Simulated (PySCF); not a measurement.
Species: C5H8F2O2Si.
Structure used (GFN2-xTB), in Å, numbered top down from 1:
```xyz
18
C5H8F2O2Si angstrom
C      3.6706   -0.3430   -0.5305
C      2.4614    0.5304   -0.3803
O      2.4660    1.7304   -0.3542
O      1.3300   -0.1630   -0.2689
Si    -0.1008    0.6620   -0.0915
C     -1.3545   -0.7792   -0.0689
C     -2.7029   -0.2343    0.1772
F     -2.9374    0.1386    1.4566
C     -3.6739   -0.0154   -0.6973
F     -3.5152   -0.3454   -1.9921
H      4.5547    0.2692   -0.6794
H      3.7837   -0.9486    0.3664
H      3.5291   -1.0145   -1.3740
H     -0.3335    1.5193   -1.2471
H     -0.0916    1.3815    1.1756
H     -1.1033   -1.4818    0.7255
H     -1.3543   -1.3148   -1.0159
H     -4.6369    0.4149   -0.4777
```

Mayer bond orders were computed from the PBE0/pcSseg-1 density (PySCF). One conformer (not necessarily the lowest) at the GFN2-xTB geometry, without solvent, vibrations or thermal averaging.

Question: Rank these bonds by Mayer order, highest first.
A. C2–O3
B. Si5–C6
C. C6–C7
D. C9–F10
E. C7–C9

Answer: A (1.95), E (1.80), C (1.03), D (0.94), B (0.86).

Set the orders of all bonds between heavy atoms beside their lengths and the difference of the ESP-fitted charges at their ends.

| bond | Mayer order | length (Å) | q(first) − q(second) (e) |
| --- | --- | --- | --- |
| C2–O3 | 1.953 | 1.200 | +1.528 |
| C7–C9 | 1.798 | 1.325 | +0.283 |
| C2–O4 | 1.059 | 1.332 | +1.518 |
| C6–C7 | 1.026 | 1.475 | -0.550 |
| C1–C2 | 1.004 | 1.499 | -1.645 |
| C9–F10 | 0.943 | 1.346 | -0.026 |
| C7–F8 | 0.925 | 1.353 | +0.306 |
| Si5–C6 | 0.859 | 1.910 | +1.108 |
| O4–Si5 | 0.842 | 1.661 | -1.269 |

For a closed shell the Mayer order of atoms A and B is Σ (PS)μν (PS)νμ over the basis functions μ on A and ν on B, with P the density and S the overlap matrix.
